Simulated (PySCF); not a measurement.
A species of formula C6H12S has this rotational fingerprint, computed with PBE0/pcSseg-1 in PySCF (dipole) on a GFN2-xTB geometry, gas phase:

```
Rotational constants : A = 3915, B = 1651, C = 1271 MHz
Dipole components    : |μa| = 1.72 D, |μb| = 0.00 D, |μc| = 0.80 D
Inertial defect      : -37.51 u·Å²
κ                    : -0.71
```

Question: Which structure is it? (One computed conformer of each.)
A. `[CH3:1][CH:2]1[CH2:3][CH2:4][S:5][CH2:6][CH2:7]1` with C1–C2–C3–C4 176°, C2–C3–C4–S5 64°, C3–C4–S5–C6 -57°, C4–S5–C6–C7 57°
B. `[CH3:1][CH2:2][CH2:3][C@@H:4]1[CH2:5][CH2:6][S:7]1` with C1–C2–C3–C4 -176°, C2–C3–C4–C5 173°, C3–C4–C5–C6 -107°, C4–C5–C6–S7 -10°, C5–C6–S7–C4 8°, C3–C4–S7–C6 111°

Answer: A. It is CC1CCSCC1, an asymmetric top, point group Cs. The candidates at the same level (rigid rotor, commonest isotopes):

| SMILES | A (MHz) | B (MHz) | C (MHz) | μa (D) | μb (D) | μc (D) | Δ (u·Å²) | point group | rotor |
| --- | --- | --- | --- | --- | --- | --- | --- | --- | --- |
| CCC[C@@H]1CCS1 | 4585 | 1180 | 1039 | 0.02 | 1.93 | 0.09 | -52.18 | C1 | near-prolate asymmetric top |
| CC1CCSCC1 | 3915 | 1651 | 1271 | 1.72 | 0.00 | 0.80 | -37.51 | Cs | asymmetric top |

`CCC[C@@H]1CCS1` has B 29 % too low. In the right answer the mirror of this Cs structure is the ac plane, so μb vanishes by symmetry. No structure here is proved a minimum.
